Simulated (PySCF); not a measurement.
## N (nitrogen, neutral) across methods

[He] 2s2 2p3, high-spin 4S determinant. Calculation: PySCF 2.14, in dyall-av2z; no relativity, point nucleus.

```tsv
method	E (hartree)	mean ε 2s α (eV)	mean ε 2s β (eV)	mean ε 2p α (eV)	Σ⟨r²⟩ (bohr²)	⟨S²⟩
CAM-B3LYP	-54.5839	-24.287	-18.665	-11.675	12.47	3.753
UHF	-54.40271	-31.650	-19.758	-15.536	12.09	3.758
HSE06	-54.5506	-22.476	-16.392	-9.803	12.38	3.753
LDA	-54.1350	-19.619	-15.282	-8.407	12.63	3.753
PBE	-54.5339	-19.856	-15.286	-8.306	12.59	3.752
PBE0	-54.5448	-22.921	-16.818	-10.218	12.38	3.753
revPBE	-54.5894	-19.886	-15.270	-8.263	12.57	3.753
wB97X-V	-54.5872	-25.523	-19.845	-12.674	12.46	3.753
```

(1) Estimate the same row for r2SCAN.

Answers

(1) E (hartree) = -54.5818; mean ε 2s α (eV) = -21.360; mean ε 2s β (eV) = -15.206; mean ε 2p α (eV) = -8.898; Σ⟨r²⟩ (bohr²) = 12.32; ⟨S²⟩ = 3.755.
